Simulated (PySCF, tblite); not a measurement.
Isomers of C3H8ClNSi2, one GFN2-xTB conformer each. Single-point energies are computed at PBE0/pcSseg-1 (PySCF, gas phase, no added dispersion term), electronic only.

Question: Rank them by PBE0/pcSseg-1 energy, lowest first (kcal/mol).
A. `[N:1]#[C:2][SiH2:3][CH2:4][C@@H:5]([SiH3:6])[Cl:7]` with C2–Si3–C4–C5 -51°, Si3–C4–C5–Si6 -177°
B. `[N:1]#[C:2][SiH2:3][SiH2:4][CH2:5][CH2:6][Cl:7]` with C2–Si3–Si4–C5 -24°, Si3–Si4–C5–C6 -80°, Si4–C5–C6–Cl7 52°
C. `[H]/[N:4]=[CH:3]\[C:2](=[CH2:1])[SiH2:5][SiH2:6][Cl:7]` with C1–C2–C3–N4 40°, C1–C2–Si5–Si6 -105°, C2–Si5–Si6–Cl7 32°

Answer: C (0.0), B (2.3), A (7.5).

As drawn, the lowest has a C=N bond, an N–H bond and an Si–Si bond, which the highest lacks; the highest has a C≡N group, which the lowest lacks. Neighbours under 2.5 kcal/mol apart ([H]/N=C\C(=C)[SiH2][SiH2]Cl and N#C[SiH2][SiH2]CCCl) can change places with a better method, another conformer or zero-point energy. GFN2-xTB itself gives, in the same order: 0.0, 19.7, 14.2. Both levels put the same isomer lowest; measured from each level's own lowest isomer, the values differ by up to 17.4 kcal/mol (N#C[SiH2][SiH2]CCCl: 19.7 against 2.3).

Q: Which frontier levels, dipoles and rotational constants go with these structures?

A: 
```
                     SMILES  HOMO (eV, PBE0/pcSseg-1)  LUMO (eV)  dipole (D)       A, B, C (MHz)
[H]/N=C\C(=C)[SiH2][SiH2]Cl                     -7.47      -1.56        2.76  1813, 946.9, 785.9
        N#C[SiH2][SiH2]CCCl                     -8.60      -0.76        4.28   1623, 1148, 906.3
 N#C[SiH2]C[C@@H]([SiH3])Cl                     -8.23      -0.57        3.93  2130, 781.4, 752.2
```

Q: What happens when harmonic zero-point energies from GFN2-xTB frequencies are added?

A: 
```json
{"SMILES": "[H]/N=C\\C(=C)[SiH2][SiH2]Cl", "ZPE (kcal/mol)": "60.4", "electronic (kcal/mol)": "0.0", "with ZPE (kcal/mol)": "0.0"}
{"SMILES": "N#C[SiH2][SiH2]CCCl", "ZPE (kcal/mol)": "60.7", "electronic (kcal/mol)": "2.3", "with ZPE (kcal/mol)": "2.6"}
{"SMILES": "N#C[SiH2]C[C@@H]([SiH3])Cl", "ZPE (kcal/mol)": "59.0", "electronic (kcal/mol)": "7.5", "with ZPE (kcal/mol)": "6.0"}
```

The zero-point energies span 1.7 kcal/mol. The order is unchanged.
